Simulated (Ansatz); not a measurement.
Born–Oppenheimer molecular dynamics of CH4ClGa (7 atoms, charge 0, multiplicity 1). It starts at the highest image of a converged band, a first-order saddle point between two minima.

All numbers below come from Ansatz 0.2.0, RKS B3LYP/def2-SVP.

```json
{
 "ensemble": "NVE (velocity Verlet)",
 "time step": "0.5 fs",
 "steps asked": "200",
 "starting velocities drawn for": "100 K",
 "seed": "10242"
}
```

First frame:

```xyz
7
Properties=species:S:1:pos:R:3
Ga 0.390 0.010 -0.782
Cl 0.934 -0.013 1.804
H 1.669 0.004 0.284
C -1.594 0.002 -0.963
H -1.992 -0.915 -0.499
H -2.008 0.871 -0.426
H -1.903 0.041 -2.018
```

Task: How far do the bonds stretch over the last three quarters of this one trajectory? (Pairs bonded in most of those frames.)

Result: 
```
  bond  mean (Å)  spread (Å)  shortest  longest
Ga1–C4     2.065       0.041      2.00     2.13
Cl2–H3     1.311       0.060      1.22     1.43
 C4–H5     1.106       0.005      1.10     1.12
 C4–H6     1.106       0.005      1.10     1.12
 C4–H7     1.107       0.012      1.09     1.13
```

Pairs bonded in part of these frames only: Ga1–Cl2 29 %.

Mean temperature of the second half: 607 K. The conserved energy stayed within 0.17 meV per atom of its start (net change -0.15 meV per atom), so the integration is sound. The kinetic energy rose, since the run started high on the potential surface and went downhill. It ends in pieces (CH3Ga + ClH), so much of that is their flight and rotation, not heat. A run of 0.1 ps of so small a system gives no equilibrium averages. The orbitals stay closed-shell, which can raise the energy where a bond breaks towards radicals; this wasn't checked here.

Run time: 5.6 min on 2 threads of Arm Neoverse V1 (shared host), peak memory 0.17 GiB.
